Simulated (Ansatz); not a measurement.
Si2W2. Charge 0, multiplicity 1. Geometry PBE0-D4/def2-SVP.

Cartesian coordinates in Å:
```
W 1.222 0.865 1.283
W -0.854 -0.551 -2.495
Si -0.510 -0.441 1.815
Si 0.143 0.127 -0.602
```

In the def2 sets W takes a core potential; there is no spin–orbit coupling. The restricted singlet is unstable towards broken spin symmetry at other levels; at PBE-D4/def2-TZVP, r2SCAN-D4/def2-TZVP, PBE0-D4/def2-TZVP, r2SCAN0-D4/def2-TZVP this wasn't settled. At PBE-D4/def2-TZVP an occupied level lies above an empty one. Another isomer (singlet) lies 6.58 eV lower at PBE0-D4/def2-TZVP; other spin states weren't run for this one.

Estimate the orbital energies around the gap (eV) in Ansatz with PBE-D4/def2-TZVP, r2SCAN-D4/def2-TZVP, PBE0-D4/def2-TZVP, r2SCAN0-D4/def2-TZVP.


```tsv
orbital	PBE-D4/def2-TZVP	r2SCAN-D4/def2-TZVP	PBE0-D4/def2-TZVP	r2SCAN0-D4/def2-TZVP
HOMO−5	-5.91	-6.12	-6.79	-6.97
HOMO−4	-5.18	-5.33	-5.88	-6.05
HOMO−3	-4.89	-5.05	-5.68	-5.85
HOMO−2	-4.67	-4.63	-5.43	-5.40
HOMO−1	-4.54	-4.59	-5.23	-5.31
HOMO	-4.26	-4.43	-5.07	-5.22
LUMO	-4.29	-3.97	-3.00	-2.86
LUMO+1	-4.26	-3.95	-2.96	-2.72
LUMO+2	-4.23	-3.85	-2.84	-2.64
LUMO+3	-3.30	-3.14	-2.39	-2.35
LUMO+4	-2.76	-2.69	-2.00	-1.97
LUMO+5	-2.31	-2.21	-1.60	-1.59
```
